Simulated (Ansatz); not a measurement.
Si(OMe)Me3 (C4H12OSi), relaxed as a singlet with RKS PBE-D4/def2-SVP in Ansatz, starting from the GFN2-xTB geometry. Force threshold 0.02 eV/Å.

Start:

```tsv
atom	x (Å)	y (Å)	z (Å)
C1	1.949	-0.714	1.257
C2	0.172	-0.523	-1.820
C3	-0.197	1.901	0.076
C4	-2.088	-0.600	0.376
O5	0.564	-0.752	1.081
Si6	-0.343	0.001	-0.056
H7	2.466	-1.092	0.372
H8	2.196	-1.345	2.112
H9	2.291	0.305	1.454
H10	0.189	-1.605	-1.915
H11	1.165	-0.158	-2.072
H12	-0.512	-0.140	-2.570
H13	-0.398	2.238	1.089
H14	-0.901	2.405	-0.580
H15	0.798	2.248	-0.192
H16	-2.361	-0.330	1.390
H17	-2.170	-1.679	0.290
H18	-2.819	-0.159	-0.293
```

```csv
step,energy (eV),largest force component (eV/Å),SCF passes
1,-14250.6683,1.722,18
2,-14250.8246,1.069,19
3,-14250.8520,0.367,19
4,-14250.8569,0.220,18
5,-14250.8588,0.071,19
6,-14250.8591,0.030,20
7,-14250.8591,0.003,14
```

Force components are those of the run's own axes.

End:

```xyz
18

C     1.9760   -0.6682    1.2127
C     0.1624   -0.5618   -1.7738
C    -0.1953    1.8566    0.1269
C    -2.1287   -0.5684    0.3264
O     0.5770   -0.7966    1.1248
Si   -0.3722   -0.0172   -0.0449
H     2.5000   -1.0235    0.2930
H     2.3423   -1.2828    2.0623
H     2.3018    0.3838    1.3964
H     0.0968   -1.6642   -1.8794
H     1.2065   -0.2597   -1.9973
H    -0.4871   -0.1064   -2.5503
H    -0.4778    2.1889    1.1469
H    -0.8516    2.3838   -0.5966
H     0.8449    2.1919   -0.0648
H    -2.4250   -0.2755    1.3540
H    -2.2217   -1.6704    0.2464
H    -2.8483   -0.1102   -0.3827
```

By distances, no bond broke or formed. The bond that changes most is O5–Si6, from 1.64 to 1.70 Å (atoms count from 1).

No frequencies were taken in this run, so the end may be a saddle point.

Hardware: 4 threads of Arm Neoverse V2 on a shared host. Wall time 9 s.
